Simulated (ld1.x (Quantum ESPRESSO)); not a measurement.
# Transferability test, RRKJ potential for Ge (Z = 32)

ld1.x (Quantum ESPRESSO) 7.5 input, shortened:

```
&input
   title='Ge', zed=32., rel=1, dft='PBE', iswitch=3,
   config='[Ar] 3d10 4s1 4p3 4d-2'
 /
 &inputp
   pseudotype=2, tm=.false., rho0=0.02, lloc=-1, rcloc=1.85,
   nlcc=.false.
 /
3
4S  1  0   1.00   0.00  1.80  1.80  0.0
4P  2  1   3.00   0.00  1.90  1.90  0.0
4D  3  2  -2.00  -0.20  2.05  2.05  0.0
 &test
   configts(1)='4s1 4p3'
 /
```

Energies are relative to the spin-unpolarised reference configuration 4s1 4p3; without spin polarisation the order of configurations can differ from experiment.

Question: Give the all-electron excitation energy and the error of the potential for: 4s2 4p2; 4s2 4p1; 4s2 4p0; 4s2 4p1.5; 4s1 4p2; 4s1 4p0; 4s2 4p2.3.

Answer:

| valence configuration | charge | ΔE all-electron (eV) | error AE − PS (meV) |
| --- | --- | --- | --- |
| 4s2 4p2 | 0 | -7.972 | +15 |
| 4s2 4p1 | +1 | -0.528 | +21 |
| 4s2 4p0 | +2 | 14.911 | +36 |
| 4s2 4p1.5 | +0.5 | -5.170 | +18 |
| 4s1 4p2 | +1 | 8.188 | -3.4 |
| 4s1 4p0 | +3 | 49.702 | +97 |
| 4s2 4p2.3 | -0.3 | -8.856 | +14 |
